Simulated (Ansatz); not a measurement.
A run on C$_{3}$H$_{10}$BGaGeSe (`[BH2][GeH]([Se]C)[C](=C)[GaH2]`) with other settings.

```yaml
crystal:
  periodic: [false, false, false]
  atoms:
    - {symbol: B, position_ang: [-2.504032, 0.737392, 0.343838]}
    - {symbol: Ge, position_ang: [-0.532401, 0.996636, 0.841565]}
    - {symbol: Se, position_ang: [0.459319, -0.992398, 1.813728]}
    - {symbol: C, position_ang: [-0.291590, -2.246403, 0.514982]}
    - {symbol: C, position_ang: [0.760739, 1.031320, -0.615799]}
    - {symbol: C, position_ang: [0.538384, 1.558139, -1.816414]}
    - {symbol: Ga, position_ang: [2.299025, -0.040797, 0.118294]}
    - {symbol: H, position_ang: [-3.032636, -0.330584, 0.403075]}
    - {symbol: H, position_ang: [-3.125111, 1.663130, -0.084820]}
    - {symbol: H, position_ang: [-0.266923, 2.070154, 1.913992]}
    - {symbol: H, position_ang: [0.300505, -3.157273, 0.576571]}
    - {symbol: H, position_ang: [-0.213606, -1.830822, -0.488748]}
    - {symbol: H, position_ang: [-1.328390, -2.452094, 0.770252]}
    - {symbol: H, position_ang: [-0.377400, 2.079206, -2.093770]}
    - {symbol: H, position_ang: [1.288717, 1.506214, -2.605115]}
    - {symbol: H, position_ang: [2.751575, -1.327892, -0.668798]}
    - {symbol: H, position_ang: [3.273813, 0.736073, 1.077136]}
basis:
  gaussian: {orbitals: def2-mTZVPP}
hamiltonian: {xc: {name: rPW86-PBE}, dispersion: rvv10}
```

```sh
$ ansatz run in.yaml --threads 4 --pin off --events-out ev --progress --plain --max-ram 66560MiB --backend cpu
```

It prints (some lines left out):

```
Functional definition: rPW86-PBE+rVV10
2394 factors; their error is unknown
mean field evaluation 1: about -178237.4920 eV, gradient 1.0e2 eV
mean field evaluation 2: about -178077.8308 eV, gradient 2.2e2 eV
mean field evaluation 4: about -178258.8314 eV, gradient 1.0e1 eV
mean field evaluation 8: about -178259.1225 eV, gradient 3.9e-1 eV
mean field evaluation 16: about -178259.0544 eV, gradient 6.4e-3 eV
mean field -178259.05436254 eV, -6550.8994194967 hartree, gradient 2.0e-5 eV, S^2 0.000000; 0 other end points of the search recorded, 0 dependent functions left out
reference -178259.05451706 eV, -6550.8994251751 hartree; 65, 65 occupied and 169, 169 virtual orbitals, 2394 factors
Total energy: -178259.05451706 eV, -6550.8994251751 hartree
```

Run time 9.5 s (4 threads of an AMD EPYC 7R13 on a shared host); peak host memory 0.57 GiB.
